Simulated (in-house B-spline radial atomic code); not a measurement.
Configurations of Eu IX (Eu8+), with energies counted from [Kr] 4d10 (4f5/2)5 5s2 (5p1/2)2. Method: Dirac-Hartree-Fock, average of each configuration as written, Fermi nucleus of rms radius 5.1115 fm. Calculated with a B-spline radial code for spherical atoms. Energies include first-order Breit, QED and recoil terms.

Occupations are held fixed; configurations that lie above the ionisation limit could autoionise.

| configuration | E - E(ref) (eV) | highest orbital | its <r> (bohr) |
| --- | --- | --- | --- |
| [Kr] 4d10 (4f7/2)5 5s2 (5p1/2)2 | 6.5523 | 4f7/2 | 0.7626 |
| [Kr] 4d10 (4f7/2)5 5s2 (5p3/2)2 | 15.771 | 5p3/2 | 1.403 |
| [Kr] 4d10 (4f5/2)4 5s2 (5p1/2)1 (5p3/2)1 (5d3/2)1 | 38.176 | 5d3/2 | 1.618 |
| [Kr] 4d10 (4f5/2)1 (4f7/2)4 5s2 (5p1/2)1 (5d5/2)1 | 46.936 | 5d5/2 | 1.68 |
| [Kr] 4d10 (4f5/2)5 5s2 (5p3/2)1 (8d5/2)1 | 116.72 | 8d5/2 | 6.775 |
| [Kr] 4d10 (4f5/2)3 (4f7/2)1 5s2 (5p1/2)2 (8g7/2)1 | 117.28 | 8g7/2 | 9.251 |
| [Kr] (4d3/2)3 (4d5/2)6 (4f5/2)2 (4f7/2)3 5s2 (5p1/2)1 (5p3/2)1 6s1 | 207.85 | 6s1/2 | 2.353 |

Task: Order these further configurations by energy, lowest first.
A. [Kr] (4d3/2)4 (4d5/2)5 (4f5/2)3 (4f7/2)2 5s2 (5p1/2)2 (9p3/2)1
B. [Kr] 4d10 (4f7/2)5 5s2 (5p3/2)1 (7f5/2)1
C. [Kr] (4d3/2)3 (4d5/2)6 (4f5/2)3 (4f7/2)2 5s2 (5p3/2)2 (7g9/2)1
D. [Kr] 4d10 (4f5/2)4 5s2 (5p1/2)2 (9p1/2)1
E. [Kr] (4d3/2)4 (4d5/2)5 (4f5/2)4 (4f7/2)1 5s2 (5p1/2)2 (5d3/2)1

Result: D (109.57 eV), B (118.64 eV), E (170.85 eV), A (253.01 eV), C (272.29 eV).

Task: How far above the reference does [Kr] (4d3/2)4 (4d5/2)5 (4f5/2)2 (4f7/2)3 5s2 (5p1/2)2 (6g9/2)1 lie?

Result: 246.64 eV; its least bound orbital is 6g9/2 with <r> = 4.695 bohr.

Task: How far above the reference does [Kr] 4d10 (4f5/2)1 (4f7/2)4 5s2 (5p3/2)2 lie?

Result: 16.819 eV; its least bound orbital is 5p3/2 with <r> = 1.404 bohr.

Task: How far above the reference does [Kr] 4d10 (4f5/2)3 (4f7/2)2 5s2 (5p1/2)2 lie?

Result: 5.3052 eV; its least bound orbital is 4f7/2 with <r> = 0.7653 bohr.
